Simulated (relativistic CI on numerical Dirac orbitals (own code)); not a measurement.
# Magnetism of Ni³⁺, 3d7, in a crystal field

Calculated by Dirac-Coulomb-Breit CI, orbitals from a KLI potential per configuration, model QED, valence Slater integrals scaled by 0.75, one configuration in a parametric crystal field (own radial code).

Field parameters in Wybourne normalisation: D3d B²₀ = −7Dσ, B⁴₀ = −14Dq − 21Dτ, B⁴₃ = −14√(10/7) Dq. The field is a parameter set, without covalency.

S is read from ⟨S²⟩ = S(S + 1).

Powder χT (cm³ K mol⁻¹) by Van Vleck's formula, with temperature-independent terms:

| Field | 2 K | 5 K | 10 K | 20 K | 50 K | 100 K | 200 K | 300 K |
| --- | --- | --- | --- | --- | --- | --- | --- | --- |
| D3d, 10Dq = 10600, Dσ = -1200, Dτ = -10 cm⁻¹ | 1.7 | 1.76 | 1.86 | 2.07 | 2.47 | 2.66 | 2.75 | 2.8 |
| D3d, 10Dq = 10600, Dσ = -980, Dτ = -10 cm⁻¹ | 1.76 | 1.8 | 1.88 | 2.02 | 2.41 | 2.7 | 2.86 | 2.93 |
| D3d, 10Dq = 10600, Dσ = -760, Dτ = -10 cm⁻¹ | 1.82 | 1.85 | 1.91 | 2.02 | 2.35 | 2.72 | 2.98 | 3.09 |
| D3d, 10Dq = 10600, Dσ = -550, Dτ = -10 cm⁻¹ | 1.86 | 1.89 | 1.94 | 2.03 | 2.31 | 2.7 | 3.09 | 3.25 |
| D3d, 10Dq = 10600, Dσ = -330, Dτ = -10 cm⁻¹ | 1.89 | 1.91 | 1.95 | 2.03 | 2.27 | 2.66 | 3.16 | 3.39 |
| D3d, 10Dq = 10600, Dσ = -110, Dτ = -10 cm⁻¹ | 1.89 | 1.91 | 1.95 | 2.02 | 2.25 | 2.63 | 3.2 | 3.47 |
| D3d, 10Dq = 10600, Dσ = 110, Dτ = -10 cm⁻¹ | 1.88 | 1.91 | 1.94 | 2.02 | 2.24 | 2.62 | 3.2 | 3.48 |
| D3d, 10Dq = 10600, Dσ = 330, Dτ = -10 cm⁻¹ | 1.88 | 1.91 | 1.94 | 2.02 | 2.25 | 2.62 | 3.19 | 3.46 |

Task: For D3d, 10Dq = 10600, Dσ = -110, Dτ = -10 cm⁻¹: what effective moment follows at 300 K?

Result: μ_eff = √(8χT) = 5.27 μB. The ground level has S = 1.50; the spin-only moment for S = 3/2 is 3.88 μB. The difference comes from the orbital moment, spin-orbit mixing of terms and temperature-independent paramagnetism, all larger in this ionic model than in covalent complexes.
